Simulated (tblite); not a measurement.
Input of a run (GFN2-xTB geometry optimisation, gas phase (tblite 0.8.0)), started from a force field or distance geometry:
```
{"job": {"kind": "relax", "xc": "GFN2-xTB", "basis": "xTB"}, "charge": 0, "multiplicity": 2}
N     -2.413200     2.775900    -0.678300
C     -1.800800     1.849600    -0.440100
C     -0.986100     0.659300    -0.138200
C     -1.628000    -0.505000     0.195000
C     -0.829200    -1.600300     0.473800
C      0.553800    -1.556600     0.396000
C      1.163700    -0.372200     0.049500
N      2.580300    -0.215600    -0.041700
C      0.385300     0.725500    -0.213900
H     -2.709300    -0.577000     0.268700
H     -1.308400    -2.532800     0.737300
H      2.999500     0.616700     0.410300
H      3.130600    -0.932000    -0.549100
H      0.861100     1.664000    -0.491500
```

Output (eV, eV/Å):
```
step      E/eV     max force
  0    -631.51816    3.048
  1    -631.61980    5.254
  2    -631.71328    2.896
  3    -631.77979    0.563
  4    -631.79390    0.360
  5    -631.81288    0.388
  6    -631.82726    0.342
  7    -631.84008    0.352
  8    -631.85558    0.384
  9    -631.87613    0.529
 10    -631.89993    0.594
 11    -631.92832    0.697
 12    -631.95952    0.576
 13    -631.98703    0.532
 14    -632.00895    0.491
 15    -631.98978    1.644
 16    -632.02924    0.280
 17    -632.03539    0.215
 18    -632.04952    0.299
 19    -632.05472    0.211
 20    -632.06160    0.165
 21    -632.06431    0.133
 22    -632.06614    0.143
 23    -632.06753    0.130
 24    -632.06859    0.090
 25    -632.06985    0.098
 26    -632.07074    0.094
 27    -632.07170    0.067
 28    -632.07223    0.059
 29    -632.07270    0.065
 30    -632.07320    0.064
 31    -632.07362    0.047
 32    -632.07386    0.030
 33    -632.07404    0.036
 34    -632.07428    0.042
 35    -632.07462    0.048
 36    -632.07494    0.039
 37    -632.07515    0.035
 38    -632.07528    0.032
 39    -632.07541    0.031
 40    -632.07553    0.026
 41    -632.07561    0.023
 42    -632.07567    0.023
 43    -632.07571    0.019
 44    -632.07574    0.014
 45    -632.07576    0.008
```

**Question.** Summarise the run.

**Answer.** The energy falls by 53.8 kJ/mol over 45 L-BFGS steps, the largest force on an atom goes from 3.05 to 0.008 eV/Å, and the atoms move by 0.269 Å rms after alignment. The bond that changes most is C2–C3 (ends: carbon bonded to C and N; carbon bonded to 3 C), which shortens by 0.059 Å. Bonds longer at the end by more than 0.005 Å: 5 of 14; shorter: 7. Among the angles that change most is H12–N8–H13, from 123.7° to 115.6°. Among the dihedrals that turn most is C9–C7–N8–H12, from 46° to -19°. The energy rose by more than 1e-5 eV at step 15. The first step brought 18 % of the lowering.

**Question.** What are the final bond lengths?

**Answer.** N1≡C2 1.146 Å, C2–C3 1.415 Å, C3–C4 1.393 Å, C4–C5 1.395 Å, C5–C6 1.357 Å, C6–C7 1.380 Å, C7–N8 1.372 Å, C7–C9 1.401 Å, C3–C9 1.393 Å, C4–H10 1.079 Å, C5–H11 1.079 Å, N8–H12 1.007 Å, N8–H13 1.006 Å, C9–H14 1.081 Å. Numbering counts from 1 in the input's order; the species is `N#Cc1cc[c]c(N)c1` [radical].

Time: 0.28 s wall. Hardware: an Arm Neoverse V1 with one thread, shared host with 32 logical CPUs at a one-minute load of 8.2.

Its GFN2-xTB frequencies are all real (lowest 129 cm⁻¹).

These are computed values.
